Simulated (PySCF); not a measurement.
Compound: C6H8NS (doublet state).
Z-matrix (Å and degrees, GFN2-xTB geometry), rows numbered from 1:
```
C 
C   1  1.2936
C   2  1.4579  1  144.41
C   3  1.5057  2  112.31  1  -124.80
C   4  1.3190  3  123.44  2  -126.85
C   3  1.5250  2  106.78  1    -3.03
N   6  1.3411  3  116.87  2   -66.34
S   6  1.6363  3  120.99  2   110.39
H   1  1.0923  2  125.01  3    -2.63
H   1  1.0808  2  121.08  3   179.27
H   3  1.0944  2  109.38  1   113.42
H   4  1.0821  3  115.93  2    52.92
H   5  1.0768  4  121.76  3  -179.87
H   5  1.0773  4  121.88  3     0.20
H   7  1.0062  6  118.92  3   173.28
H   7  1.0062  6  121.45  3     1.64
```

The hyperfine couplings belong to this conformer and change with its torsions.

Identity: `C=[C][C@@H](C=C)C(N)=S` [radical].

Method: UKS B3LYP, pcH-1 on C H N S, non-relativistic, mean-field spin-orbit, GIAO (PySCF). The structure is a single GFN2-xTB conformer in the gas phase; no vibrational or solvent corrections. A GFN2-xTB geometry isn't a minimum of the functional, and hyperfine couplings can be far from their values at a DFT geometry. No stability test was run, so a lower SCF solution isn't excluded.

(1) Break the g tensor into its mass correction, gauge correction and orbital-Zeeman/spin–orbit terms.

(2) At 9.367 GHz, how far is the centre of the isotropic spectrum from where a free electron (g = 2.002319) resonates?

(3) What effective moment and Curie constant follow for a powder?

(4) In a frozen sample, at which fields do the three g values resonate at 9.5, 34, 94 and 263 GHz (hyperfine left aside), and which band first spreads them over more than twice a line width of 0.5 mT?

## Answers

(1) 
| Δg (ppm) | 1 | 2 | 3 |
| --- | --- | --- | --- |
| relativistic mass correction | -157 | -157 | -157 |
| gauge correction | 15 | 22 | 15 |
| orbital Zeeman/spin–orbit | -534 | 791 | 2477 |
| total | -675 | 656 | 2334 |

So g = 2.00164, 2.00298, 2.00465 and g_iso = 2.00309; the tensor is rhombic: the two nearest values differ by 44 % of g3 − g1. 

(2) B = hν/(g μB) with μB/h = 13.99624 MHz/mT gives 334.24 mT for the free electron and 334.11 mT at g_iso, 0.13 mT lower.

(3) With the mean of g² = 4.0124 and S(S+1) = 0.75: μ_eff = √(⟨g²⟩S(S+1)) = 1.735 μB and χT = 0.12505·⟨g²⟩·S(S+1) = 0.376 cm³ K/mol (cgs; spin-Hamiltonian part alone).

(4) 
```tsv
band	GHz	B(g3) mT	B(g2) mT	B(g1) mT	spread mT
X	9.5	338.59	338.87	339.10	0.51
Q	34.0	1211.79	1212.81	1213.61	1.82
W	94.0	3350.25	3353.06	3355.29	5.04
J	263.0	9373.57	9381.42	9387.66	14.09
```

The spread grows in proportion to the frequency. Q band is the first where it exceeds 1.0 mT.

The largest Mulliken spin populations are on C2 (+0.96), C1 (-0.16) and H9 (+0.09). No atom but C2 exceeds +0.15.

The HOMO–LUMO gaps are 4.61 eV among the α and 3.47 eV among the β orbitals.
